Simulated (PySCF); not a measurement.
Magnetic shielding above rings: a mixed set.

NICS = −σ at a ghost point: NICS(0) at the centroid of the ring atoms, NICS(1) 1 Å to either side along the normal of their mean plane, zz for the tensor component along that normal. Level: GIAO PBE0/pcSseg-1 (PySCF, non-relativistic, gas phase) on the GFN2-xTB geometries, one conformer each. Atom numbers follow the mapped SMILES.

Problem. Order these rings by mean NICS(1)zz, lowest (most negative) first (ppm).
A. ring C5–C6–C7 in `[CH3:1][S:2][CH2:3][PH:4][CH:5]1[CH2:6][CH2:7]1`
B. ring C2–C3–C5–C6 in `[CH3:1][C@@H:2]1[C@@H:3]([CH3:4])[CH2:5][C@H:6]1[C:7](=[O:8])[F:9]`
C. ring C3–C4–C5–C6–C8–C9 in `[P:1]#[C:2][c:3]1[cH:4][cH:5][c:6]([Cl:7])[cH:8][cH:9]1`
D. ring N4–N5–C6–C7–N8 in `[CH:1]#[C:2][CH2:3][n:4]1[n:5][cH:6][cH:7][n:8]1`
E. ring C6–C7–C8–C9 in `[CH:1]#[C:2][Si@@H:3]([SiH2:4][CH3:5])[CH:6]1[CH2:7][CH2:8][CH2:9]1`
F. ring C2–C3–N4–N5–N6–C7 in `[CH3:1][c:2]1[cH:3][n:4][n:5][n:6][c:7]1[C:8]#[N:9]`
G. ring C3–C4–O5–Si6–C8 in `[CH3:1][CH2:2][C@@H:3]1[CH2:4][O:5][Si@H:6]([SiH3:7])[CH2:8]1`

Solution. D (-34.7), F (-27.2), C (-24.8), A (-23.2), G (-5.8), B (3.9), E (5.0).

```json
{"SMILES": "C#CCn1nccn1", "ring": "5-membered ring with 3 N; formal bonds all aromatic", "NICS(0)": "-14.1", "NICS(1)": "-13.6", "NICS(1)zz": "-34.7", "HOMA": "0.99", "rms pucker (Å)": "0.00", "ring atoms with four or more neighbours": "0"}
{"SMILES": "Cc1cnnnc1C#N", "ring": "6-membered ring with 3 N; formal bonds all aromatic", "NICS(0)": "-4.6", "NICS(1)": "-11.5", "NICS(1)zz": "-27.2", "HOMA": "0.96", "rms pucker (Å)": "0.00", "ring atoms with four or more neighbours": "0"}
{"SMILES": "P#Cc1ccc(Cl)cc1", "ring": "6-membered carbocycle; formal bonds all aromatic", "NICS(0)": "-9.2", "NICS(1)": "-10.7", "NICS(1)zz": "-24.8", "HOMA": "0.98", "rms pucker (Å)": "0.00", "ring atoms with four or more neighbours": "0"}
{"SMILES": "CSCPC1CC1", "ring": "3-membered carbocycle; formal bonds all single", "NICS(0)": "-43.8", "NICS(1)": "-8.7", "NICS(1)zz": "-23.2", "HOMA": "–", "rms pucker (Å)": "0.00", "ring atoms with four or more neighbours": "3"}
{"SMILES": "CC[C@@H]1CO[Si@H]([SiH3])C1", "ring": "5-membered ring with O and Si; formal bonds all single", "NICS(0)": "-6.9", "NICS(1)": "-3.6", "NICS(1)zz": "-5.8", "HOMA": "–", "rms pucker (Å)": "0.17", "ring atoms with four or more neighbours": "4"}
{"SMILES": "C[C@@H]1[C@@H](C)C[C@H]1C(=O)F", "ring": "4-membered carbocycle; formal bonds all single", "NICS(0)": "-2.1", "NICS(1)": "-1.0", "NICS(1)zz": "3.9", "HOMA": "–", "rms pucker (Å)": "0.07", "ring atoms with four or more neighbours": "4"}
{"SMILES": "C#C[Si@@H]([SiH2]C)C1CCC1", "ring": "4-membered carbocycle; formal bonds all single", "NICS(0)": "1.2", "NICS(1)": "0.4", "NICS(1)zz": "5.0", "HOMA": "–", "rms pucker (Å)": "0.07", "ring atoms with four or more neighbours": "4"}
```

NICS(0) gives another order. The isotropic NICS(1) gives the same order. HOMA uses Krygowski's 1993 parameters; it is left out where a ring has a four-coordinate atom, a triple bond, no multiple bond or a kind of bond without parameters. NICS(1) and NICS(1)zz are means over the two faces.
